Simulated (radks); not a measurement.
Results of a calculation; reference values are marked as such.
Question: Sc3+, 18 electrons, occupied as [Ne] 3s1.75 3p6 3d0.25 (fractional occupations, a model configuration). Level of theory: Dirac Kohn-Sham, XLYP, spin-unpolarised, spherical densities, point nucleus; open shells fill j = l - 1/2 first (a radial shooting solver on a logarithmic mesh with Libxc functionals).

Spin-orbit splittings of the eigenvalues, e(l+1/2) - e(l-1/2), with zeta = 2 splitting/(2l+1) and mean radii in bohr:

shell  occ.  splitting (eV)  zeta (eV)  <r> j=l-1/2  <r> j=l+1/2
2p        6           4.651      3.100       0.3058       0.3084
3p        6          0.5501     0.3668        1.123        1.130
3d     0.25         0.04641    0.01857        1.366        1.368
4p        0               ?          ?        3.027        3.038

Estimate the 4p splitting.

Answer: 0.09089 eV (zeta = 0.06060 eV).
